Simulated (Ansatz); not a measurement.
Reaction (redistribution): `[CH3][GeH3]` + `[SiH3][TeH]` → `[CH3][GeH2][TeH]` + SiH₄

Isolated molecules relaxed with PBE0-D4/def2-TZVP in Ansatz; ΔE leaves out vibrations. CBS: MP2 limit from def2 TZ/QZ plus the TZ coupled-cluster correction, frozen cores. This one scheme is used for every species. DFT in def2-TZVPP. B3LYP here is the variant with VWN-RPA as its local correlation; programs differ in this. HSE06 is defined as in plane-wave codes. def2 core potentials past Kr. For Ge, Te outer-core shells are correlated without core-valence functions, which leaves a few kJ/mol of doubt a bond. Scalar relativity is left out up to krypton.

```
             level  ΔE (kJ/mol)  difference from CCSD(T)/CBS
       LDA (SPW92)         -7.8                          5.5
         revPBE-D4        -11.5                          1.8
           BLYP-D4        -16.7                         -3.4
         r2SCAN-D4        -11.5                          1.8
            B97M-V         -5.9                          7.4
           PBE0-D4        -11.3                          2.0
          B3LYP-D4        -16.0                         -2.7
        r2SCANh-D4        -11.6                          1.7
        r2SCAN0-D4        -11.7                          1.6
          HSE06-D4        -11.5                          1.8
          BHLYP-D4        -16.7                         -3.4
           ωB97X-V        -12.1                          1.2
           ωB97M-V        -13.0                          0.3
            B2PLYP        -14.5                         -1.2
               PBE         -9.7                          3.6
            revPBE         -9.5                          3.8
              BLYP        -14.0                         -0.7
            r2SCAN        -10.9                          2.4
              PBE0         -9.7                          3.6
             B3LYP        -13.5                         -0.2
           r2SCANh        -10.9                          2.4
           r2SCAN0        -11.0                          2.3
             HSE06         -9.9                          3.4
             BHLYP        -13.9                         -0.6
         CAM-B3LYP        -12.1                          1.2
           LC-ωPBE         -7.2                          6.1
RPA@PBE/def2-TZVPP        -14.9                         -1.6
       HF/def2-SVP        -14.6                         -1.3
      MP2/def2-SVP        -17.3                         -4.0
     CCSD/def2-SVP        -15.6                         -2.3
     HF/def2-TZVPP        -15.3                         -2.0
    MP2/def2-TZVPP        -16.2                         -2.9
SCS-MP2/def2-TZVPP        -16.3                         -3.0
   CCSD/def2-TZVPP        -14.1                         -0.8
CCSD(T)/def2-TZVPP        -14.4                         -1.1
     HF/def2-QZVPP        -14.7                         -1.4
SCS-MP2/def2-QZVPP        -15.2                         -1.9
      HF/CBS(def2)        -14.6                         -1.3
     MP2/CBS(def2)        -15.1                         -1.8
    CCSD/CBS(def2)        -13.0                          0.3
       CCSD(T)/CBS        -13.3                            0
```

Largest T1 diagnostic among the species: 0.011.

Leaving LDA and LC-ωPBE aside and taking each functional with its dispersion term where it has one, the values spread over 10.8 kJ/mol, from BLYP-D4 to B97M-V.
